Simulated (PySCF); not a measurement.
C3H6BFN2, SMILES CN1CN=CB1F.

Geometry: B3LYP-D3(BJ)/def2-SVP. This is a generated structure with no PubChem entry under its InChIKey; it may be hypothetical. One conformer was computed; it need not be the lowest.

All values below come from B3LYP-D3(BJ)/def2-SVP run with PySCF.

Frequencies are harmonic and unscaled.

Computed normal modes with their intensities:
| mode | ν (cm⁻¹) | IR (km/mol) | moving atoms (share of kinetic energy) |
|---|---|---|---|
| 1 | 157 | 0.1 | H 84 %, N 10 % |
| 2 | 173 | 0.4 | C 42 %, H 39 %, N 11 % |
| 3 | 229 | 0.0 | N 39 %, H 23 %, F 15 %, C 12 %, B 11 % |
| 4 | 233 | 2.3 | F 38 %, C 36 %, H 21 % |
| 5 | 396 | 28.6 | N 38 %, H 34 %, C 20 % |
| 6 | 401 | 3.2 | C 28 %, N 23 %, F 23 %, H 17 %, B 9 % |
| 7 | 580 | 3.3 | F 37 %, C 34 %, N 12 %, B 10 % |
| 8 | 640 | 10.2 | B 62 %, H 17 %, N 12 % |
| 9 | 658 | 1.9 | C 48 %, N 31 %, F 11 %, H 9 % |
| 10 | 836 | 21.7 | C 37 %, N 37 %, H 17 % |
| 11 | 897 | 4.9 | H 62 %, C 28 % |
| 12 | 996 | 4.1 | C 54 %, N 23 %, H 22 % |
| 13 | 1013 | 20.8 | C 40 %, H 33 %, N 16 %, B 10 % |
| 14 | 1047 | 9.2 | H 62 %, C 31 % |
| 15 | 1105 | 4.5 | B 35 %, H 32 %, C 24 %, N 8 % |
| 16 | 1140 | 2.3 | H 77 %, C 18 % |
| 17 | 1210 | 0.3 | H 89 %, N 8 % |
| 18 | 1235 | 6.0 | H 43 %, C 23 %, N 19 %, B 9 % |
| 19 | 1272 | 71.9 | H 42 %, N 39 %, C 17 % |
| 20 | 1316 | 22.6 | H 59 %, C 25 %, N 11 % |
| 21 | 1400 | 170.4 | B 39 %, H 23 %, N 19 %, C 11 % |
| 22 | 1439 | 12.7 | H 89 %, C 10 % |
| 23 | 1445 | 19.7 | H 75 %, C 18 % |
| 24 | 1465 | 8.5 | H 97 % |
| 25 | 1476 | 18.5 | H 89 % |
| 26 | 1569 | 242.1 | B 38 %, N 35 %, H 20 % |
| 27 | 1644 | 16.6 | C 51 %, N 41 % |
| 28 | 2999 | 28.9 | H 96 % |
| 29 | 3005 | 61.5 | H 96 % |
| 30 | 3038 | 18.2 | H 90 %, C 10 % |
| 31 | 3062 | 29.8 | H 90 %, C 10 % |
| 32 | 3131 | 26.8 | H 91 %, C 9 % |
| 33 | 3133 | 9.2 | H 91 %, C 9 % |
